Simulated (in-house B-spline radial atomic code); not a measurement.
Plasmons and hot-electron lifetimes in Pb from the free-electron model

The electrons form a uniform gas at zero temperature with Lindhard's dielectric function (RPA). An added electron of energy E, from the band bottom, collides once per mean free path λ, with 1/λ = (1/πE) ∫dω ∫dq/q Im(−1/ε(q, ω)), in atomic (or effective) units, with ω up to E − E_F and q between √(2E) ∓ √(2(E − ω)); electron-hole pairs and the plasmon pole are integrated apart. No exchange between the two electrons.

Pb: 4 valence electrons per atom, density 11.3 g/cm³, mass 207.2 u, so r_s = 2.31 bohr. Core levels, phonons and band structure are left out.

(1) Find E_F, the plasma energy, the screening length and the long-wave dispersion of the plasmon.

```json
{"E − E_F (eV)": "0.47", "λ (nm)": "290", "share of plasmon losses": "0.00", "lifetime (fs)": "156", "stopping (eV/nm)": "0.00108"}
{"E − E_F (eV)": "0.939", "λ (nm)": "77.9", "share of plasmon losses": "0.00", "lifetime (fs)": "40.9", "stopping (eV/nm)": "0.00798"}
{"E − E_F (eV)": "1.88", "λ (nm)": "22.3", "share of plasmon losses": "0.00", "lifetime (fs)": "11.2", "stopping (eV/nm)": "0.0554"}
{"E − E_F (eV)": "3.29", "λ (nm)": "8.78", "share of plasmon losses": "0.00", "lifetime (fs)": "4.16", "stopping (eV/nm)": "0.245"}
{"E − E_F (eV)": "4.7", "λ (nm)": "5.08", "share of plasmon losses": "0.00", "lifetime (fs)": "2.28", "stopping (eV/nm)": "0.599"}
{"E − E_F (eV)": "7.04", "λ (nm)": "2.87", "share of plasmon losses": "0.00", "lifetime (fs)": "1.19", "stopping (eV/nm)": "1.58"}
{"E − E_F (eV)": "9.39", "λ (nm)": "1.94", "share of plasmon losses": "0.00", "lifetime (fs)": "0.755", "stopping (eV/nm)": "3.12"}
{"E − E_F (eV)": "12.2", "λ (nm)": "1.37", "share of plasmon losses": "0.00", "lifetime (fs)": "0.496", "stopping (eV/nm)": "5.8"}
{"E − E_F (eV)": "15", "λ (nm)": "1.06", "share of plasmon losses": "0.00", "lifetime (fs)": "0.36", "stopping (eV/nm)": "9.22"}
{"E − E_F (eV)": "18.8", "λ (nm)": "0.805", "share of plasmon losses": "0.00", "lifetime (fs)": "0.256", "stopping (eV/nm)": "15.2"}
{"E − E_F (eV)": "23.5", "λ (nm)": "0.384", "share of plasmon losses": "0.36", "lifetime (fs)": "0.113", "stopping (eV/nm)": "41.9"}
{"E − E_F (eV)": "30.1", "λ (nm)": "0.329", "share of plasmon losses": "0.42", "lifetime (fs)": "0.0883", "stopping (eV/nm)": "52.3"}
```

(2) Quinn and Ferrell's limit is τ = 263 r_s^(−5/2) (E − E_F)⁻² fs·eV². How far does it hold?

(3) From what energy can an electron emit a plasmon?

Results:

(1) k_F = 1.91916/2.31 = 0.8308, E_F = k_F²/2 = 9.39 eV. ω_p = √(3/r_s³) = 0.4933 hartree = 13.42 eV. The Thomas-Fermi length is √(π/4k_F) = 0.972 bohr = 0.0515 nm. For small q, ω = ω_p + α q² with α = (3/5) E_F/ω_p = 0.4197; at q = 0.2558 this gives 14.17 eV, and the zero of ε lies at 14.20 eV. The plasmon meets the pair continuum ω = q k_F + q²/2 at q_c = 0.63952 = 0.77 k_F, 20.0 eV.

(2) The prefactor is 32.4 fs·eV². At 0.47 eV it gives 147 fs against 156, a ratio of 1.06; at 4.7 eV 1.47 against 2.28, a ratio of 1.55. The inverse square comes from the phase space of two final states near E_F; the formula is the limit of high density and small excess energy.

(3) It needs ω ≤ q v − q²/2 and a final state above E_F. On the computed dispersion this first holds at E − E_F = 19.4 eV, above ω_p = 13.4 eV, since a slow electron can only couple to plasmons of large q, which cost more.
